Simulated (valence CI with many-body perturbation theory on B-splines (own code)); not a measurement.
## Bi⁶²⁺: calculated level list

Method: configuration interaction combined with many-body perturbation theory (CI+MBPT): three valence electrons over a frozen Dirac-Fock core [Ar], a basis of 9 s, 9 p, 10 d, 8 f, 5 g, 3 h, 1 i functions for each j, with the one-electron correlation potential Σ1 (screened to all orders), the two-electron term Σ2, the three-electron term Σ3, Breit, model QED; selected single and double excitations, second order for the rest (own B-spline code, finite nucleus).

No measured spectrum was set against this ion. As an estimate, large intervals hold to a few tenths of a per cent, small ones and those within an open d or f shell to about a per cent. The list stops below the first excitations out of the core. Only levels of the ground parity were solved; by the run's estimate the other parity begins above the list, which can be wrong where configurations are misplaced.

Levels 1 to 13 of 13, with energies above the lowest level, (3d3/2^3) J=3/2. "Leading %" is the weight of the configuration and term that name the level; weights of strongly mixed levels are sums over their largest components and can fall short. In the jj column 3d3/2^4 stands for four electrons in 3d with j = 3/2.

| No. | Configuration | Term | J | E (eV) | Leading % | Leading jj | Second component |
| --- | --- | --- | --- | --- | --- | --- | --- |
| 1 | 3d3 | 2D | 3/2 | 0.00 | 42 | 3d3/2^3 (99 %) | 40 % 3d3 4F |
| 2 | 3d3 | 4F | 5/2 | 117.47 | 79 | 3d3/2^2 3d5/2 (100 %) | 18 % 3d3 2D |
| 3 | 3d3 | 4P | 3/2 | 124.49 | 38 | 3d3/2^2 3d5/2 (100 %) | 34 % 3d3 4F |
| 4 | 3d3 | 2H | 9/2 | 128.26 | 49 | 3d3/2^2 3d5/2 (100 %) | 41 % 3d3 2G |
| 5 | 3d3 | 2G | 7/2 | 129.15 | 50 | 3d3/2^2 3d5/2 (99 %) | 27 % 3d3 4F |
| 6 | 3d3 | 4P | 1/2 | 130.78 | 56 | 3d3/2^2 3d5/2 (100 %) | 44 % 3d3 2P |
| 7 | 3d3 | 2D | 5/2 | 159.14 | 50 | 3d3/2^2 3d5/2 (98 %) | 26 % 3d3 4P |
| 8 | 3d3 | 4F | 7/2 | 244.58 | 70 | 3d3/2 3d5/2^2 (100 %) | 28 % 3d3 2G |
| 9 | 3d3 | 4F | 9/2 | 250.02 | 48 | 3d3/2 3d5/2^2 (99 %) | 40 % 3d3 2H |
| 10 | 3d3 | 4P | 3/2 | 256.46 | 40 | 3d3/2 3d5/2^2 (100 %) | 37 % 3d3 2D |
| 11 | 3d3 | 2P | 1/2 | 259.89 | 56 | 3d3/2 3d5/2^2 (100 %) | 44 % 3d3 4P |
| 12 | 3d3 | 2H | 11/2 | 260.53 | 100 | 3d3/2 3d5/2^2 (100 %) |  |
| 13 | 3d3 | 4P | 5/2 | 260.92 | 43 | 3d3/2 3d5/2^2 (98 %) | 37 % 3d3 2D |

The ionisation energy to 3d2 3F_2 of the next ion comes out as 6805.6 eV (NIST: 6804 ± 15 eV (theoretical)). All 13 levels together are meant to be complete up to 270.87 eV.
